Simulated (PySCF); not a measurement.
C₇H₈S.
Numbering: `[CH3:1][S:2][c:3]1[cH:4][cH:5][cH:6][cH:7][cH:8]1` (hydrogens: H9, H10, H11 on C1; H12 on C4; H13 on C5; H14 on C6; H15 on C7; H16 on C8)

Theory: PBE0/def2-SV(P) geometry optimisation, gas phase in PySCF 2.14.0.

(1) What internal coordinates does the optimisation give?

## Answers

(1) 
| bond | length (Å) |
| --- | --- |
| C1–S2 | 1.799 |
| S2–C3 | 1.764 |
| C3–C4, C3–C8 | 1.403 |
| C4–C5, C7–C8 | 1.393 |
| C5–C6, C6–C7 | 1.395 |
| C1–H9, C1–H10, C1–H11 | 1.102 |
| C4–H12, C8–H16 | 1.093 |
| C5–H13, C7–H15 | 1.094 |
| C6–H14 | 1.094 |

Bonds in one row agree within 0.01 Å and their mean is given. A selection of angles:
| angle | degrees |
| --- | --- |
| C1–S2–C3 | 103.7 |
| S2–C3–C4 | 124.8 |
| S2–C3–C8 | 116.3 |
| C4–C3–C8 | 119.0 |
| C3–C4–C5 | 120.2 |
| C4–C5–C6 | 120.8 |
| C5–C6–C7 | 119.1 |

Torsions: C1–S2–C3–C4 0° (synperiplanar).

Of the pairs four or more bonds apart, C1···H12 is among the closest relative to their van der Waals radii: 2.57 Å, 89 % of the sum of Bondi's values. The 6-membered ring C3–C4–C5–C6–C7–C8 has internal angles of 119.0° to 120.8° (sum 720°, against 720° for a flat polygon); it is planar, 0.00 Å rms from its mean plane, widest ring torsion 0°. The 8 heavy atoms lie in one plane (0.003 Å rms). The C–S distances run from 1.764 Å (S2–C3, drawn single) to 1.799 Å (C1–S2, drawn single), a spread of 0.035 Å.

Point group: Cs (every atom within 0.08 Å of its image). PBE0/def2-SV(P) frequencies: not computed here. The numbers are those of one conformer.
